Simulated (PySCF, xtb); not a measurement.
Ag(Cl) anion (AgCl), SMILES [Cl][Ag] (connectivity only; charge and spin as stated), charge -1, multiplicity 2.

Harmonic wavenumbers (cm⁻¹) from GFN2-xTB run with xtb at its own minimum, in rising order: 128.

What does PBE0-D3(BJ)/def2-TZVPD run with PySCF give at its own minimum? (An estimate is asked for; the answer gives what the named calculation found.)

209. Paired by order, the mean absolute difference is 82 cm⁻¹ and the zero-point energies are 0.2 and 0.3 kcal/mol.
